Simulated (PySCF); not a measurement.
## Silver: highly charged ions in a basis for the neutral atom

Ag⁶⁺ [Kr] 4d5, Ag⁷⁺ [Kr] 4d4. All numbers are calculated (PySCF 2.14, scalar relativity through the core potential, in def2-SVP with the def2 core potential (28 electrons)). No spin-orbit coupling, so a gap to NIST mixes the basis error with missing relativistic terms.

Changed run: basis of the neutral atom used for a highly charged ion. This setting is unsound on purpose.

```csv
species,method,sound run (hartree),changed run (hartree),converged
Ag⁶⁺,UHF,not run,-136.40227,yes
Ag⁶⁺,PBE,not run,-136.88977,yes
Ag⁶⁺,M06-2X,not run,-136.78719,yes
Ag⁷⁺,UHF,not run,-132.35722,yes
Ag⁷⁺,PBE,not run,-132.82941,yes
Ag⁷⁺,M06-2X,not run,-132.71962,yes
```

Ionisation energy of Ag⁶⁺:

| method | changed run (eV) | NIST (eV) |
| --- | --- | --- |
| UHF | 110.07 | 106 ± 2 |
| PBE | 110.49 | 106 ± 2 |
| M06-2X | 110.68 | 106 ± 2 |

The contracted functions were made for the neutral atom and can be too rigid for a highly charged ion.
